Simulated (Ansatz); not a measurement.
The cluster PbO₂, relaxed as a singlet with RKS r2SCAN-D4/def2-TZVP in Ansatz, starting from the GFN1-xTB geometry. Force threshold 0.02 eV/Å.

In the def2 sets Pb takes a core potential; there is no spin–orbit coupling. The restricted singlet is unstable towards broken spin symmetry in Hartree–Fock (as tested in another run); at r2SCAN-D4/def2-TZVP this wasn't settled. Another isomer (singlet) lies 0.42 eV lower at PBE0-D4/def2-TZVP; other spin states weren't run for this one.

Start:

```csv
atom,x (Å),y (Å),z (Å)
Pb1,0.000,0.000,0.001
O2,-0.338,1.713,-0.651
O3,0.338,-1.714,0.650
```

| step | energy (eV) | largest force component (eV/Å) | SCF passes |
| --- | --- | --- | --- |
| 1 | -9341.7158 | 0.505 | 18 |
| 2 | -9341.7264 | 0.037 | 23 |
| 3 | -9341.7265 | 0.001 | 24 |

Force components are those of the run's own axes.

End:

```xyz
3

Pb    0.0000    0.0001    0.0002
O    -0.3415    1.7304   -0.6568
O     0.3415   -1.7305    0.6565
```

By distances, no bond broke or formed. The bond that changes most is Pb1–O3, from 1.86 to 1.88 Å (atoms count from 1).

No frequencies were taken in this run, so the end may be a saddle point.

It took 2.3 s on 4 threads of Arm Neoverse V1 on a shared host.
